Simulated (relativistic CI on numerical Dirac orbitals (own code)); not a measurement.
Cl+: calculation against measurement

Computed by Dirac-Coulomb-Breit CI, KLI orbitals optimised for each configuration, model QED, valence Slater integrals scaled by 0.85, P86 correlation energy added to each configuration (own radial code, finite nucleus).

Configurations in the expansion (outside the closed core [Ne]): 3s²3p⁴, 3s3p⁵, 3s²3p³4s, 3s²3p³3d, 3s²3p³4p, 3s²3p³5s, 3s²3p³4d, 3p⁶, 3s3p⁴3d, 3s²3p³5p, 3s²3p³4f, 3s²3p³6s, 3s²3p³5d, 3s²3p³6p, 3s²3p³5f, 3s²3p³5g, 3s²3p³6d, 3s²3p²4s4p, 3s²3p²3d4p, 3s3p⁴4s, 3s²3p²3d², 3s²3p3d²4s, 3s²3p3d³, 3s²3p3d²4p, 3s²3p3d²5s, 3s²3p3d²4d, 3s²3p²4s², 3s²3p3d4s², 3s²3p4s²4p, 3s²3p4s²5s, 3s²3p4s²4d, 3s²3p²3d4s, 3s²3p3d4s4p, 3s²3p3d4s5s, 3s²3p3d4s4d, 3p⁴3d², 3p³3d²4s, 3p³3d³, 3p³3d²4p, 3p³3d²5s, 3p³3d²4d, 3s²3p²4p², 3s²3p4s4p², 3s²3p3d4p², 3s²3p4p³, 3s²3p4p²5s, 3s²3p4p²4d. Double excitations out of closed p, d and f shells are left out; levels of such configurations are missing from the list, as are those of other unlisted configurations, and high levels can miss mixing partners. These lack a partner that the ground configuration has and come out too high: 3s3p⁴3d, 3s²3p³5p, 3s²3p³4f, 3s²3p³6s, 3s²3p³5d.

```tsv
Configuration	Term (tabulated)	J	Measured (cm⁻¹)	Computed	Error	Purity (%)
3s²3p⁴	3P	2	0.0	0	0	97
3s²3p⁴	3P	1	696.0	686	-10	97
3s²3p⁴	3P	0	996.5	981	-16	97
3s²3p⁴	1D	2	11653.6	11943	290	97
3s²3p⁴	1S	0	27878.0	25991	-1887	95
3s3p⁵	3P°	2	93367.6	103703	10335	68
3s3p⁵	3P°	1	93999.9	104336	10336	68
3s3p⁵	3P°	0	94333.8	104670	10336	68
3s²3p³4s	5S°	2	107879.7	113459	5579	98
3s²3p³3d	5D°	4	110296.8	117750	7453	98
3s²3p³3d	5D°	3	110297.7	117757	7460	98
3s²3p³3d	5D°	2	110300.6	117765	7464	98
3s²3p³3d	5D°	1	110303.1	117770	7467	98
3s²3p³3d	5D°	0	110304.5	117773	7469	98
3s²3p³4s	3S°	1	112609.4	117955	5345	98
3s²3p³3d	1P°	1	115657.8	124410	8752	65
3s²3p³3d	3D°	2	119800.3	129255	9454	96
3s²3p³3d	3D°	3	119811.2	129275	9464	97
3s²3p³3d	3D°	1	119843.3	129294	9451	97
3s²3p³3d	1S°	0	125245.9	137438	12192	99
3s²3p³3d	3F°	2	126033.5	134805	8771	97
3s²3p³3d	3F°	3	126220.7	135002	8781	97
3s²3p³3d	3F°	4	126458.1	135249	8791	97
3s²3p³4s	3D°	1	126726.7	133380	6653	97
3s²3p³4s	3D°	2	126745.0	133395	6650	97
3s²3p³4s	3D°	3	126784.4	133435	6651	97
3s²3p³4p	5P	1	128623.0	134016	5393	98
3s²3p³4p	5P	2	128663.6	134055	5391	98
3s²3p³4p	5P	3	128730.8	134117	5387	98
3s²3p³4s	1D°	2	129067.0	135534	6467	96
3s²3p³4p	3P	1	131756.1	137110	5354	98
3s²3p³4p	3P	2	131768.7	137127	5358	98
3s²3p³4p	3P	0	131769.4	137120	5350	98
3s²3p³3d	3G°	3	132164.1	140236	8072	99
3s²3p³3d	3G°	4	132175.1	140240	8064	98
3s²3p³3d	3G°	5	132193.1	140247	8054	99
3s²3p³3d	1G°	4	134393.3	143341	8948	99
3s²3p³4s	3P°	0	137771.8	143487	5715	96
3s²3p³4s	3P°	1	137806.1	143527	5721	96
3s²3p³4s	3P°	2	137879.4	143616	5736	95
3s²3p³3d	1D°	2	138624.7	147410	8786	96
3s²3p³3d	3D°	1	140741.8	148119	7378	77
3s²3p³3d	3D°	2	141011.6	148267	7255	75
3s²3p³3d	3D°	3	141351.1	148411	7060	73
3s²3p³3d	3F°	4	143998.1	151740	7742	98
3s²3p³3d	3F°	3	144176.4	151935	7758	98
3s²3p³3d	3F°	2	144345.6	152115	7770	98
3s²3p³3d	3P°	0	145175.5	154245	9069	97
3s²3p³3d	3P°	1	145421.2	154414	8993	92
3s²3p³4p	1P	1	145470.2	151935	6465	87
3s²3p³3d	3P°	2	146014.8	155051	9036	97
3s²3p³4p	3D	1	146331.8	152746	6414	88
3s²3p³4p	3D	2	146335.5	152743	6408	96
3s²3p³4p	3D	3	146470.6	152884	6414	95
3s²3p³4p	3F	2	147055.6	153485	6429	96
3s²3p³4p	3F	3	147127.6	153556	6429	95
3s²3p³4p	3F	4	147200.2	153627	6427	99
3s²3p³4p	1F	3	147607.4	154009	6402	98
3s²3p³4p	3P	2	149800.1	156000	6200	95
3s²3p³4p	3P	1	149954.2	156157	6203	94
3s²3p³4p	3P	0	150020.9	156230	6209	95
3s²3p³3d	3D° †	3	150683.4	157630	6947	76
3s²3p³3d	3S°	1	150813.1	155987	5174	82
3s²3p³3d	3D° †	2	151020.1	157581	6561	73
3s²3p³3d	1F°	3	151094.1	160020	8926	86
3s²3p³3d	3D°	1	151135.3	157568	6433	71
3s²3p³5s	5S°	2	152234.9	157703	5468	99
3s²3p³4p	1D	2	153258.6	159348	6089	96
3s²3p³5s	3S°	1	153635.0	159482	5847	95
3s²3p³4d	5D°	0	154618.1	159835	5217	97
```

Measured levels from NIST Handbook of Basic Atomic Spectroscopic Data (Sansonetti and Martin, J. Phys. Chem. Ref. Data 34, 1559 (2005)); pairs were made by configuration, J and term (by order where the table uses no LS term), so strongly mixed levels may be paired wrongly.

Mean error by configuration (cm⁻¹): 3s²3p⁴ -406; 3s3p⁵ 10336; 3s²3p³4s 6058; 3s²3p³3d 8250; 3s²3p³4p 6018; 3s²3p³5s 5657; 3s²3p³4d 5217. Over the excited levels the mean absolute error is 6867 cm⁻¹ (73 of the 74 excited levels that our extract of the source holds in range could be paired, and the others can miss by more), and the median relative error of those above 1,000 cm⁻¹ is 5.2 %. † marks terms whose computed intervals miss the measured ones by more than a factor of 2.5, or configurations far off the rest, from wrong mixing, a near crossing or a doubtful label or measurement; they are left out of the means.

Transition probabilities of persistent lines. The last column rescales the computed rate by the cube of measured over computed energy:

```csv
λ measured (Å),Lower,Upper,A tabulated (s⁻¹),A computed,A rescaled
1063.83 vacuum,3s²3p⁴ ³P2,3s3p⁵ ³P°1,4.90e+07,2.94e+07,2.15e+07
1067.94 vacuum,3s²3p⁴ ³P1,3s3p⁵ ³P°0,1.17e+08,7.18e+07,5.24e+07
1071.04 vacuum,3s²3p⁴ ³P2,3s3p⁵ ³P°2,8.70e+07,5.28e+07,3.86e+07
1071.77 vacuum,3s²3p⁴ ³P1,3s3p⁵ ³P°1,2.90e+07,1.81e+07,1.32e+07
1075.23 vacuum,3s²3p⁴ ³P0,3s3p⁵ ³P°1,3.80e+07,2.41e+07,1.75e+07
1079.08 vacuum,3s²3p⁴ ³P1,3s3p⁵ ³P°2,2.80e+07,1.78e+07,1.30e+07
3850.99 air,3s²3p³4p ⁵P2,3s²3p³4d ⁵D°3,1.80e+08,1.68e+08,1.71e+08
3851.37 air,3s²3p³4p ⁵P2,3s²3p³4d ⁵D°2,1.60e+08,1.47e+08,1.50e+08
4132.50 air,3s²3p³4s ¹D°2,3s²3p³4p ¹D2,1.60e+08,1.45e+08,1.52e+08
4794.55 air,3s²3p³4s ⁵S°2,3s²3p³4p ⁵P3,1.04e+08,1.03e+08,1.06e+08
4810.06 air,3s²3p³4s ⁵S°2,3s²3p³4p ⁵P2,9.90e+07,1.02e+08,1.05e+08
4904.78 air,3s²3p³4s ³D°2,3s²3p³4p ³F3,8.10e+07,9.39e+07,9.71e+07
4917.73 air,3s²3p³4s ³D°1,3s²3p³4p ³F2,7.50e+07,8.89e+07,9.19e+07
5078.26 air,3s²3p³4s ³D°3,3s²3p³4p ³D3,7.70e+07,8.86e+07,9.19e+07
5392.12 air,3s²3p³4s ¹D°2,3s²3p³4p ¹F3,1.00e+08,7.99e+07,8.07e+07
```
